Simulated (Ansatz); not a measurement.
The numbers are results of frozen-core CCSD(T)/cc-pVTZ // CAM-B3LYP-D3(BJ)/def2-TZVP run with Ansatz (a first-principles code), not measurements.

Ansatz 0.2 input:
```yaml
crystal:
  periodic: [false, false, false]
  atoms:
    - { symbol: O, position_ang: [-1.305295, -1.030287, -0.267943] }
    - { symbol: Al, position_ang: [-0.000011, 0.000064, 0.000079] }
    - { symbol: O, position_ang: [1.553969, -0.631673, 0.15287] }
    - { symbol: O, position_ang: [-0.24864, 1.662058, 0.115213] }
    - { symbol: H, position_ang: [-2.210275, -0.737078, -0.3637] }
    - { symbol: H, position_ang: [1.762836, -1.563044, 0.09755] }
    - { symbol: H, position_ang: [0.447417, 2.299962, 0.265931] }
basis:
  gaussian: { orbitals: cc-pVTZ }
correlation:
  method: ccsd_t
```

Output:

```
Functional definition: HF
1000 factors; integrals over basis functions are off by at most 8.4e-4 eV
mean field evaluation 1: about -12743.4987 eV, gradient 6.1e1 eV
mean field evaluation 2: about -12743.6007 eV, gradient 6.1e1 eV
mean field evaluation 4: about -12749.5955 eV, gradient 2.4e0 eV
mean field evaluation 8: about -12749.6375 eV, gradient 1.6e-1 eV
mean field evaluation 16: about -12747.0719 eV, gradient 4.0e1 eV
mean field -12749.63762853 eV, -468.5405408338 hartree, gradient 1.3e-6 eV, S^2 0.000000; 0 other end points of the search recorded, 0 dependent functions left out
8 core orbitals not correlated
reference -12749.63762853 eV, -468.5405408338 hartree; 12, 12 occupied and 146, 146 virtual orbitals, 1000 factors
second order -21.90902121 eV of doubles, -0.00000000 eV of singles
cycle   1  -21.54647769 eV  change    3.6e-1 eV  update   9.1e-2
cycle   2  -21.97721549 eV  change   -4.3e-1 eV  update   2.6e-2
cycle   3  -22.08780288 eV  change   -1.1e-1 eV  update   1.3e-2
cycle   4  -22.07110584 eV  change    1.7e-2 eV  update   2.9e-3
cycle   5  -22.06952650 eV  change    1.6e-3 eV  update   1.3e-3
cycle   6  -22.07025217 eV  change   -7.3e-4 eV  update   3.8e-4
cycle   7  -22.07000996 eV  change    2.4e-4 eV  update   1.4e-4
cycle   8  -22.06994460 eV  change    6.5e-5 eV  update   4.7e-5
cycle   9  -22.06996233 eV  change   -1.8e-5 eV  update   1.9e-5
perturbative correction -0.74716069 eV, -0.0274576488 hartree
Total energy: -12772.45475155 eV, -469.3790546387 hartree
```

Cost: very roughly 40 core-seconds.
